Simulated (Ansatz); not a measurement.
`B/C=C/[SiH3]` + `B[SiH2]F` → `BB[SiH2]F` + `C=C[SiH3]`  (formal exchange of groups at a B–C bond)

Isolated molecules relaxed with PBE0-D4/def2-TZVP in Ansatz; ΔE leaves out vibrations. CBS: MP2 limit from def2 TZ/QZ plus the TZ coupled-cluster correction, frozen cores. Functionals use def2-TZVPP. One conformer a species, not always the lowest.

Task: Is it downhill or uphill in electronic energy at CCSD(T)/CBS, and by how much? (An estimate is asked.)

Result: Ansatz gave: Uphill: ΔE = +5.4 kJ/mol.

Task: What do these levels give: r2SCANh-D4, B2PLYP, revPBE, r2SCAN, r2SCANh, r2SCAN0? (Estimate.)

Result: The calculation gave: r2SCANh-D4 -6.1, B2PLYP 5.1, revPBE -10.0, r2SCAN -8.3, r2SCANh -6.2, r2SCAN0 -3.2 kJ/mol.

Largest T1 diagnostic among the species: 0.014.

In def2-TZVPP, CCSD(T) changes the Hartree–Fock value by −9.2 kJ/mol (the triples alone add +0.1 kJ/mol) and MP2 by −3.5 kJ/mol. From BLYP to BHLYP (50 % exact exchange), in def2-TZVPP and without D4, ΔE moves by +9.8 kJ/mol.
